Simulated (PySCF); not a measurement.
Br₂Sn, charge +1, doublet, geometry from GFN2-xTB (such geometries of metal compounds can be far from the true shape) (a state made from the parent by changing its charge; the spin is typed, not shown lowest) (all electrons, no relativity), with bond 3-1 at 1.3 times its length; M062X/STO-3G (PySCF).

Input for PySCF:
```python
from pyscf import gto, scf, dft

mol = gto.Mole()
mol.atom = '''
    Sn   -0.02282736   -0.00101572    1.02101170
    Br    1.03639339    1.68673076   -0.70481009
    Br   -1.29806954   -2.19055893   -1.28621498
'''
mol.basis = 'sto-3g'
mol.charge = 1
mol.spin = 1
mol.verbose = 4
mol.build()

mf = dft.UKS(mol)
mf.xc = 'm062x'
mf.level_shift = 0.3
mf.max_cycle = 100
mf.kernel()
mf.analyze()
```

The log (banner, timings and long lists left out):

```
PySCF version 2.14.0

[INPUT] verbose = 4
[INPUT] num. atoms = 3
[INPUT] num. electrons = 119
[INPUT] charge = 1
[INPUT] spin (= nelec alpha-beta = 2S) = 1
[INPUT] symmetry False subgroup None
[INPUT] Mole.unit = angstrom
[INPUT] Symbol           X                Y                Z      unit          X                Y                Z       unit  Magmom
[...]
nuclear repulsion = 763.599528002774
number of shells = 27
number of NR pGTOs = 189
number of NR cGTOs = 63
basis = sto-3g
ecp = {}

******** <class 'pyscf.dft.uks.UKS'> ********
method = UKS
initial guess = minao
damping factor = 0
level_shift factor = 0.3
DIIS = <class 'pyscf.scf.diis.CDIIS'>
diis_start_cycle = 1
diis_space = 8
diis_damp = 0
SCF conv_tol = 1e-09
SCF conv_tol_grad = None
SCF max_cycles = 100
direct_scf = True
direct_scf_tol = 1e-13
number electrons alpha = 60  beta = 59
XC library pyscf.dft.libxc version 7.1.2
    S. Lehtola, C. Steigemann, M. J. T. Oliveira, and M. A. L. Marques,  SoftwareX 7, 1–5 (2018)
XC functionals = m062x
    Y. Zhao and D. G. Truhlar,  Theor. Chem. Acc. 120, 215 (2008)
    Y. Zhao and D. G. Truhlar,  Theor. Chem. Acc. 120, 215 (2008)
radial grids:
    Treutler-Ahlrichs [JCP 102, 346 (1995); DOI:10.1063/1.469408] (M4) radial grids

becke partition: Becke, JCP 88, 2547 (1988); DOI:10.1063/1.454033
pruning grids: <function nwchem_prune>
grids dens level: 3
symmetrized grids: False
atomic radii adjust function: <function treutler_atomic_radii_adjust>
small_rho_cutoff = 0
Set gradient conv threshold to 3.16228e-05
tot grids = 62808
init E= -11033.2857715799

cycle= 1 E= -11057.1339658883  delta_E= -23.8  |g|= 0.308  |ddm|= 1.57
cycle= 2 E= -11057.3178147097  delta_E= -0.184  |g|= 0.0608  |ddm|= 1.06
cycle= 3 E= -11057.3265104388  delta_E= -0.0087  |g|= 0.0388  |ddm|= 0.172
cycle= 4 E= -11057.3322501329  delta_E= -0.00574  |g|= 0.0336  |ddm|= 0.136
cycle= 5 E= -11057.3393916436  delta_E= -0.00714  |g|= 0.0255  |ddm|= 0.205
cycle= 6 E= -11057.3438157578  delta_E= -0.00442  |g|= 0.0173  |ddm|= 0.18
cycle= 7 E= -11057.3455272423  delta_E= -0.00171  |g|= 0.0127  |ddm|= 0.0988
cycle= 8 E= -11057.3465766344  delta_E= -0.00105  |g|= 0.00998  |ddm|= 0.0792
cycle= 9 E= -11057.347409265  delta_E= -0.000833  |g|= 0.00844  |ddm|= 0.0784
cycle= 10 E= -11057.3479624344  delta_E= -0.000553  |g|= 0.00774  |ddm|= 0.0584
cycle= 11 E= -11057.3484171483  delta_E= -0.000455  |g|= 0.0075  |ddm|= 0.0502
cycle= 12 E= -11057.3486205848  delta_E= -0.000203  |g|= 0.00739  |ddm|= 0.0236
[...]
SCF not converged.
Total Energy =                      -11057.344834724430257
[...]
spin_pop of  0 Sn 5px      -0.02135
spin_pop of  0 Sn 5py      -0.04245
spin_pop of  0 Sn 5pz       0.10173
spin_pop of  0 Sn 3dxy      0.00000
spin_pop of  0 Sn 3dyz     -0.00000
spin_pop of  0 Sn 3dz^2    -0.00000
spin_pop of  0 Sn 3dxz     -0.00000
spin_pop of  0 Sn 3dx2-y2    0.00000
spin_pop of  0 Sn 4dxy      0.00001
spin_pop of  0 Sn 4dyz      0.00000
spin_pop of  0 Sn 4dz^2     0.00000
spin_pop of  0 Sn 4dxz      0.00000
spin_pop of  0 Sn 4dx2-y2    0.00000
spin_pop of  1 Br 1s        0.00000
spin_pop of  1 Br 2s        0.00000
spin_pop of  1 Br 3s        0.00000
spin_pop of  1 Br 4s        0.00010
spin_pop of  1 Br 2px      -0.00000
spin_pop of  1 Br 2py      -0.00000
spin_pop of  1 Br 2pz       0.00000
spin_pop of  1 Br 3px      -0.00000
spin_pop of  1 Br 3py      -0.00001
spin_pop of  1 Br 3pz       0.00005
spin_pop of  1 Br 4px      -0.00302
spin_pop of  1 Br 4py      -0.00858
spin_pop of  1 Br 4pz       0.05590
spin_pop of  1 Br 3dxy     -0.00000
spin_pop of  1 Br 3dyz      0.00000
spin_pop of  1 Br 3dz^2     0.00000
spin_pop of  1 Br 3dxz      0.00000
spin_pop of  1 Br 3dx2-y2   -0.00000
spin_pop of  2 Br 1s        0.00000
spin_pop of  2 Br 2s       -0.00000
spin_pop of  2 Br 3s        0.00039
spin_pop of  2 Br 4s        0.00202
spin_pop of  2 Br 2px       0.00000
spin_pop of  2 Br 2py       0.00000
spin_pop of  2 Br 2pz       0.00000
spin_pop of  2 Br 3px       0.00003
spin_pop of  2 Br 3py       0.00039
spin_pop of  2 Br 3pz       0.00030
spin_pop of  2 Br 4px       0.03174
spin_pop of  2 Br 4py       0.48739
spin_pop of  2 Br 4pz       0.37922
spin_pop of  2 Br 3dxy     -0.00000
spin_pop of  2 Br 3dyz     -0.00000
spin_pop of  2 Br 3dz^2    -0.00000
spin_pop of  2 Br 3dxz     -0.00000
spin_pop of  2 Br 3dx2-y2   -0.00000
 ** Mulliken Spin Density (per atom)  **
spin density of  0 Sn =      0.05409
spin density of  1 Br =      0.04443
spin density of  2 Br =      0.90148
 ** Mulliken pop alpha/beta on meta-lowdin orthogonal AOs **
 ** Mulliken pop       alpha | beta **
In total            60.00000 | 59.00000
 ** Mulliken atomic charges   ( Nelec_alpha | Nelec_beta ) **
charge of  0Sn =      0.92219  (    24.56595     24.51186 )
charge of  1Br =      0.01068  (    17.51688     17.47245 )
charge of  2Br =      0.06713  (    17.91717     17.01569 )

WARN: System has nonzero charge 1; the dipole moment is origin-dependent.
Location of origin: [0. 0. 0.]

Dipole moment(X, Y, Z, Debye): -0.26686, -0.51148,  3.80560
```

Convergence was not reached.
